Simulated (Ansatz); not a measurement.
Molecule: CdS, charge 0, multiplicity 1. SMILES: [S]=[Cd]
Geometry: optimised at B3LYP-D3(BJ)/def2-TZVP (Ansatz, an electronic-structure program).

Wanted: vertical electron affinity (to the doublet state of charge -1; a negative value means that the extra electron is unbound and the number depends on the basis; each state is the SCF solution reached for its spin; for the singlet the Hartree-Fock reference is unstable and T1 is 0.024), in eV. Valence correlation only, unless marked. UHF or UKS for open shells. No spin-orbit coupling. The frozen core is the preceding noble-gas configuration, with the filled d and f shells of earlier blocks. Past Kr the def2 sets carry scalar-relativistic core potentials. Anions need diffuse functions: def2-D sets add few. CBS marks a two-point X^-3 extrapolation of the correlation energy; Hartree-Fock from the larger set.

| level | program | vertical electron affinity (eV) |
|---|---|---|
| SVWN5/def2-TZVPD | Ansatz | 2.45 |
| PBE/def2-TZVPD | Ansatz | 2.27 |
| r2SCAN/def2-TZVPD | Ansatz | 2.45 |
| B3LYP/def2-TZVPD | Ansatz | 2.36 |
| PBE0/def2-TZVPD | Ansatz | 2.35 |
| BHLYP/def2-TZVPD | Ansatz | 2.32 |
| CAM-B3LYP/def2-TZVPD | Ansatz | 2.46 |
| wB97M-V/def2-TZVPD | Ansatz | 2.34 |
| wB97X-V/def2-TZVPD | Ansatz | 2.36 |
| wB97X/def2-TZVPD | Ansatz | 2.40 |
| CCSD/def2-SVPD | Ansatz | 2.16 |
| CCSD/def2-TZVPPD | Ansatz | 2.18 |
| CCSD/def2-QZVPPD | Ansatz | 2.27 |
| CCSD/CBS(def2-TZVPPD,def2-QZVPPD) | Ansatz | 2.33 |
| CCSD(T)/def2-SVPD | Ansatz | 2.14 |
| CCSD(T)/def2-TZVPPD | Ansatz | 2.14 |
| CCSD(T)/def2-QZVPPD | Ansatz | 2.24 |
| CCSD(T)/CBS(def2-TZVPPD,def2-QZVPPD) | Ansatz | 2.31 |
